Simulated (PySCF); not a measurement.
A structure optimised at PBE0-D3(BJ)/def2-TZVP, used in a PySCF frequency run:

```
Se
O 1 1.7822
H 2 0.9642 1 107.43
I 1 2.5133 2 102.16 3 -84.30
```
Charge 0, spin multiplicity 1.

**Question.** Write its SMILES and formula.

**Answer.** O[Se]I, HIOSe

**Question.** What are its rotational constants (standard atomic weights)?

**Answer.** 12.357, 1.3475, 1.2195 GHz
